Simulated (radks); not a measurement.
The numbers below are computed, except where a source is named.
The niobium ion Nb5+, configuration [Kr] (the NIST ground configuration).

Level of theory: scalar-relativistic Kohn-Sham, PBE, spin-unpolarised, spherical densities, point nucleus (a radial shooting solver on a logarithmic mesh with Libxc functionals).

Energy parts (hartree):
part                       energy
total                 -3814.73925
kinetic                3928.11156
electron-nucleus      -9105.83931
Hartree                1479.74656
exchange-correlation   -116.75805

Orbitals (lengths in bohr, moments of r in powers of bohr):
| orbital | occ. | eigenvalue (hartree) | <r^4> | <r> | <1/r> |
|---|---|---|---|---|---|
| 1s | 2 | -693.5639 | 7.987e-06 | 0.03609 | 42.40 |
| 2s | 2 | -99.07115 | 0.001493 | 0.1580 | 9.527 |
| 2p | 6 | -88.71475 | 0.001071 | 0.1377 | 9.272 |
| 3s | 2 | -18.48783 | 0.07845 | 0.4429 | 3.255 |
| 3p | 6 | -15.10250 | 0.08735 | 0.4454 | 3.093 |
| 3d | 10 | -9.57358 | 0.09889 | 0.4321 | 2.859 |
| 4s | 2 | -4.37804 | 2.981 | 1.123 | 1.209 |
| 4p | 6 | -3.45466 | 4.428 | 1.228 | 1.090 |
| 4d | 0 | -2.10710 | 11.44 | 1.522 | 0.8568 |
| 5s | 0 | -1.66513 | 61.55 | 2.446 | 0.5433 |

The highest occupied level is 4p at -94.006 eV. For comparison, the ionisation energy in NIST's Atomic Spectra Database is 102.07 eV (semi-empirical). In exact Kohn-Sham theory the highest level is minus the ionisation energy, but local and semilocal functionals leave it too shallow, through self-interaction and a potential that decays too fast; potentials with the right tail come closer.
